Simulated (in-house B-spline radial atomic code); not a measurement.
**Ionising Er⁴³⁺ with different functionals**

Computed with a radial B-spline atomic code at the basis-set limit: scalar-relativistic (spin-free X2C) Hamiltonian, Fermi nucleus of rms radius 5.2516 fm, spin-polarised at highest spin, spherical fractional occupations for the functionals. The ionisation energy is the difference of two self-consistent energies, [Ar] 3d7 → [Ar] 3d6, without Breit or QED terms; ε is the level of the shell that loses the electron (its least bound occupied spin orbital). There is no spin-orbit coupling in this Hamiltonian.

Hybrids are left out here: with spherical fractional occupations of an open shell their exact exchange keeps a self-interaction that integer-occupation calculations don't have.

| method | rung | ΔSCF (eV) | -ε(3d) (eV) |
| --- | --- | --- | --- |
| PW91 | GGA | 3514.2 | 3456.8 |
| BP86 | GGA | ? | ? |
| BLYP | GGA | 3513.5 | 3456.2 |
| TPSS | meta-GGA | ? | ? |

Question: What does TPSS give?

Answer: ΔSCF 3512.4 eV, and -ε(3d) = 3455.2 eV.

Question: What does BP86 give?

Answer: ΔSCF 3514.2 eV, and -ε(3d) = 3456.8 eV.

Question: How do they compare with the NIST value?

Answer: NIST lists 3505 eV ± 4 (tabulated theory, ground level to ground level). Errors run from +7.4 to +9.2 eV. The correlated functionals all miss on the same side by more than they spread, so the cause is common to them (spin-orbit coupling, Breit-QED terms, multiplet and fine-structure energies, or a listed next ion that isn't the cheapest removal here) and closeness doesn't rank the functionals.
